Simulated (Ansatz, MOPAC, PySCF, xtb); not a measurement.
Noncovalent pair: HF (SMILES F) (first 2 atoms) with H2 (SMILES [H][H]); geometry from B3LYP-D3(BJ)/def2-TZVP.
(charge 0, multiplicity 1):
```xyz
4

F      0.06905     0.09157    -0.12666
H      0.10901     0.08216     0.79901
H      0.56771     0.08013     2.71751
H     -0.17688     0.04173     2.75039
```

| level | interaction energy (kJ/mol) | minus CCSD(T)/CBS(aug-cc-pVTZ, aug-cc-pVQZ) | cost |
|---|---|---|---|
| GFN-FF | 4.6 | 9.1 | - |
| PM6 | -3.0 | 1.5 | - |
| HF/aug-cc-pVQZ | -1.1 | 3.4 | - |
| PBE-D3(BJ)/def2-TZVPPD | -6.8 | -2.3 | ×1 |
| BLYP/def2-TZVPPD | -3.1 | 1.4 | ×1 |
| revPBE-D3(BJ)/def2-TZVPPD | -4.4 | 0.1 | ×0.9 |
| B3LYP/6-31G* (no counterpoise) | -1.6 | 2.9 | - |
| B3LYP/6-311+G** (no counterpoise) | -3.7 | 0.8 | - |
| B3LYP-D3(BJ)/def2-TZVPPD | -5.3 | -0.8 | ×1 |
| wB97M-V/def2-TZVPPD | -4.5 | 0.0 | ×3 |
| MP2/6-31G* (no counterpoise) | 1.3 | 5.8 | - |
| MP2/aug-cc-pVTZ | -3.9 | 0.6 | - |
| CCSD/aug-cc-pVTZ | -3.7 | 0.9 | - |
| CCSD(T)/CBS(aug-cc-pVTZ, aug-cc-pVQZ) | -4.5 | 0.0 | ×100* |

 The comparison column counts from a level with limits of its own.

The rows run from -6.8 (PBE-D3(BJ)/def2-TZVPPD) to 4.6 kJ/mol (GFN-FF).

Interaction energies are E(AB) − E(A) − E(B) at the monomers' geometry in the complex; basis-set methods are counterpoise corrected. Rows marked so take none.

Cores are frozen in the correlated methods. CBS: X⁻³ extrapolation of the correlation energy, Hartree–Fock from the larger set. Rows in 6-311+G**, 6-31G* carry no dispersion term and start afresh at each structure (6-31G* with six Cartesian d functions). MP2/6-31G* freezes PySCF's default core. The state that PM6 reach isn't checked.

Run with Ansatz (Gaussian basis) for Hartree–Fock, density functionals and correlated methods; MOPAC for PM6 (differences of heats of formation); PySCF for 6-311+G** rows, 6-31G* rows, the dispersion terms; xtb for the GFN methods. Values without a source in brackets are computed.

Costs are rough ratios of core time to PBE/def2-TZVPPD (about 0.5 s over the structures, on one shared machine); a dash marks a level with no comparable run of its own. A star marks coupled-cluster runs past 200 virtual orbitals, where the program's memory plan changes under this machine's limit, so their costs aren't comparable with smaller runs.

Ansatz is a quantum-chemistry and plane-wave program.
